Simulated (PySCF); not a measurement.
**[PbCl2]2+ at several levels of theory**

Computed with PySCF 2.14.0 (density fitting, no spin-orbit coupling) at the geometry relaxed with PBE0:

```xyz
3
[PbCl2]2+ (singlet)
Pb    0.0000    0.0000    0.4000
Cl    2.3259    0.0000    0.4007
Cl   -2.3259    0.0000    0.4007
```

```json
{"level": "PBE0", "basis": "Pb def2-SVP with ECP60, Cl def2-SVP", "state": "singlet", "HOMO (eV)": "-21.55", "gap (eV)": "3.60", "charge on Pb1 (e)": "1.41", "dipole about the centre of mass (D)": "0.00", "largest force component (eV/Å)": "0.01"}
{"level": "CAM-B3LYP", "basis": "the same", "state": "singlet", "HOMO (eV)": "-22.86", "gap (eV)": "5.96", "charge on Pb1 (e)": "1.38", "dipole about the centre of mass (D)": "0.00", "largest force component (eV/Å)": "0.09"}
{"level": "r2SCAN", "basis": "the same", "state": "singlet", "HOMO (eV)": "-20.53", "gap (eV)": "1.74", "charge on Pb1 (e)": "1.42", "dipole about the centre of mass (D)": "0.00", "largest force component (eV/Å)": "0.19"}
{"level": "revPBE", "basis": "the same", "state": "singlet", "HOMO (eV)": "-20.09", "gap (eV)": "1.42", "charge on Pb1 (e)": "1.36", "dipole about the centre of mass (D)": "0.00", "largest force component (eV/Å)": "0.64"}
{"level": "TPSS", "basis": "the same", "state": "singlet", "HOMO (eV)": "-20.30", "gap (eV)": "1.58", "charge on Pb1 (e)": "1.39", "dipole about the centre of mass (D)": "0.00", "largest force component (eV/Å)": "0.44"}
{"level": "PBE0", "basis": "Pb def2-TZVP with ECP60, Cl def2-TZVP", "state": "singlet", "HOMO (eV)": "-21.35", "gap (eV)": "3.73", "charge on Pb1 (e)": "1.50", "dipole about the centre of mass (D)": "0.00", "largest force component (eV/Å)": "1.03"}
```

Charges are Mulliken's, which hang on the basis. The relaxation used the grid (50, 194), these runs (75, 302) or, all-electron (x2c bases, spin-free X2C Hamiltonian), (99, 590).

Question: What does PBE0 with Pb x2c-SVPall, Cl x2c-SVPall give here?

Answer: state singlet, HOMO (eV) -21.53, gap (eV) 3.61, charge on Pb1 (e) 1.45, dipole about the centre of mass (D) 0.00, largest force component (eV/Å) 0.38. Time: 8.7 s on 2 threads of Arm Neoverse V2, with other jobs on the host, from free ions and atoms.

In the first row's basis the gap widens with exact exchange: 1.4 to 1.7 eV for revPBE, TPSS, r2SCAN (none); 3.6 eV for PBE0 (a fixed share); 6.0 eV for CAM-B3LYP (rising or full at long range).
